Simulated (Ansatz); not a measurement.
`[SiH3]P[SiH3]` and `O[SiH2]P[SiH3]` differ in one atom or group.

Ansatz, PBE0-D4/def2-TZVP geometries, multiplicity 1. Each molecule was computed in one conformer, which needn't be the lowest.

```tsv
property	`[SiH3]P[SiH3]`
LUMO energy (PBE0/def2-TZVPP) / eV	-0.01
HOMO energy (PBE0/def2-TZVPP) / eV	-7.51
LUMO energy (ωB97M-V/def2-TZVPP) / eV	1.61
HOMO–LUMO gap (PBE/def2-TZVPP) / eV	5.61
LUMO energy (PBE/def2-TZVPP) / eV	-0.84
HOMO energy (ωB97M-V/def2-TZVPP) / eV	-9.57
```

Problem. Give the same properties after the change, and the shifts. (Estimate.)

Solution. The calculation gave: 
| property | `O[SiH2]P[SiH3]` | shift |
| --- | --- | --- |
| LUMO energy (PBE0/def2-TZVPP) / eV | -0.28 | -0.27 |
| HOMO energy (PBE0/def2-TZVPP) / eV | -7.44 | 0.07 |
| LUMO energy (ωB97M-V/def2-TZVPP) / eV | 1.40 | -0.21 |
| HOMO–LUMO gap (PBE/def2-TZVPP) / eV | 5.20 | -0.41 |
| LUMO energy (PBE/def2-TZVPP) / eV | -1.12 | -0.28 |
| HOMO energy (ωB97M-V/def2-TZVPP) / eV | -9.51 | 0.06 |

With PBE0 the HOMO rises by 0.07 eV and the LUMO falls by 0.27 eV, so the gap narrows by about 0.34 eV. PBE moves the HOMO by 0.12 eV and ωB97M-V by 0.06 eV.
